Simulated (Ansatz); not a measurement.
`[F][Sn]([F])([Cl])[Cl]` → Cl₂ + `[F][Sn][F]` at 400 K and 1 bar (stannylene formation by 1,1-elimination).

Isolated molecules relaxed with PBE0-D4/def2-TZVP in Ansatz; ΔE leaves out vibrations. CCSD(T)/CBS is the MP2 limit (def2-TZVPP, def2-QZVPP) plus CCSD(T) − MP2 in def2-TZVPP, frozen cores. This one scheme is used for every species. Elements past krypton have def2 core potentials. For Sn outer-core shells are correlated without core-valence functions, which leaves a few kJ/mol of doubt a bond.

| species | CCSD(T)/CBS energy (Eh) | H − E (kJ/mol) | S (J/(mol·K)) |
| --- | --- | --- | --- |
| `[F][Sn]([F])([Cl])[Cl]` | -1333.31864 | 47.6 | 389.4 |
| Cl₂ | -919.51390 | 16.1 | 232.9 |
| `[F][Sn][F]` | -413.70076 | 25.8 | 297.0 |

H − E and S are ideal-gas, rigid-rotor, harmonic terms from PBE0-D4/def2-TZVP. 1 Eh = 2625.50 kJ/mol, R = 8.31446 J/(mol·K).

**Question.** By hand: ΔE, ΔH, ΔS and ΔG.

**Answer.** ΔE = (-919.51390) + (-413.70076) − (-1333.31864) = 0.10398 Eh = 273.0 kJ/mol. Δ(H − E) = 16.1 + 25.8 − 47.6 = -5.7, so ΔH = 267.3 kJ/mol. ΔS = 232.9 + 297.0 − 389.4 = 140.5 J/(mol·K). ΔG = 267.3 − 400 × (140.5)/1000 = 211.1 kJ/mol.

**Question.** By hand: the equilibrium constant, and the temperature at which ΔG would vanish if ΔH and ΔS stayed fixed.

**Answer.** log₁₀ K = −ΔG/(RT ln 10) = -27.6. ΔG = 0 at ΔH/ΔS = 1902 K.

The number of gas molecules changes by +1, which sets the sign of ΔS. A doubt of 5 kJ/mol in ΔE shifts log₁₀ K by 0.7 here. These are equilibria of isolated gas molecules and say nothing of rates. Largest T1 diagnostic: 0.017 (customary marks: 0.02 for closed shells, 0.045 for open ones).
